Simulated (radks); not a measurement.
Values are calculated unless marked as measured or tabulated.
Q: All-electron atom: Gd2+ in [Xe] 4f8 (not the ground configuration). Code: a radial shooting solver on a logarithmic mesh with Libxc functionals. Model: Dirac Kohn-Sham, OLYP, spin-unpolarised, spherical densities, finite nucleus; open shells are shared between the two j in proportion to 2j + 1; Fermi nuclear charge, rms radius 5.1569 fm. Some entries of the table are withheld. Estimate them.

orbital,occ.,eigenvalue (hartree),<r> (bohr),<r^2> (bohr^2)
1s1/2,2,-1839.140,0.02191,0.0006551
2s1/2,2,-303.9286,0.09275,(1)
2p1/2,2,-288.6585,0.07746,0.007416
2p3/2,4,-263.0909,0.08429,0.008649
3s1/2,2,-67.56638,0.2439,0.06812
3p1/2,2,-60.94476,0.2335,0.06344
3p3/2,4,-55.69469,0.2466,0.07050
3d3/2,4,-44.26635,0.2185,0.05623
3d5/2,6,-43.12028,0.2226,0.05820
4s1/2,2,-13.79872,0.5533,(2)
4p1/2,2,-11.22050,0.5654,0.3640
4p3/2,4,-10.05556,0.5951,0.4030
4d3/2,4,-5.81008,0.6319,0.4638
4d5/2,6,-5.59998,0.6425,0.4794
5s1/2,2,-2.19871,1.350,2.050
5p1/2,2,(3),1.517,2.613
5p3/2,4,(4),1.613,2.957
4f5/2,3.42857,-0.62982,0.9086,1.117
4f7/2,4.57143,-0.60374,0.9256,1.165
6s1/2,0,-0.53699,3.547,13.96
5d3/2,0,-0.50813,2.545,7.624
5d5/2,0,-0.49738,2.602,7.956

A: 
(1) 2s1/2 <r^2> (bohr^2): 0.01022
(2) 4s1/2 <r^2> (bohr^2): 0.3458
(3) 5p1/2 eigenvalue (hartree): -1.50401
(4) 5p3/2 eigenvalue (hartree): -1.35138
